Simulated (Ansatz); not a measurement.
C₂H₆BN, SMILES `C=NBC`. Total charge 0; spin multiplicity 1.

| atom | x (Å) | y (Å) | z (Å) |
| --- | --- | --- | --- |
| C1 | 1.069 | 1.796 | -0.107 |
| N2 | 0.618 | 0.684 | 0.203 |
| B3 | 0.125 | -0.536 | 0.543 |
| C4 | -1.031 | -1.229 | -0.270 |
| H5 | 0.646 | 2.721 | 0.300 |
| H6 | 1.910 | 1.902 | -0.800 |
| H7 | 0.623 | -1.058 | 1.503 |
| H8 | -0.693 | -2.201 | -0.644 |
| H9 | -1.388 | -0.640 | -1.117 |
| H10 | -1.879 | -1.438 | 0.390 |

Question: List the harmonic frequencies (cm⁻¹, unscaled) at PBE0-D4/def2-TZVP in Ansatz. (An estimate is asked.)

Answer: Computed: 116, 177, 190, 487, 491, 770, 792, 937, 988, 1010, 1062, 1189, 1257, 1322, 1458, 1459, 1536, 1954, 2578, 3031, 3040, 3101, 3103, 3135.

Question: Is this a minimum?

Answer: Yes, all 24 modes are real.

Question: Give the ideal-gas thermochemistry at 298.15 K and 1 bar (rigid rotor, harmonic oscillator; point group Cs, symmetry number 1).

Answer: Zero-point energy 210.5 kJ/mol; H(298) − E = 227.5 kJ/mol; entropy 301.3 J/(mol·K), of which translation 158.8, rotation 100.3, vibration 42.2; G(298) − E = 137.7 kJ/mol.

Question: Rotational constants (cm⁻¹)?

Answer: 1.065, 0.1382, 0.1285.
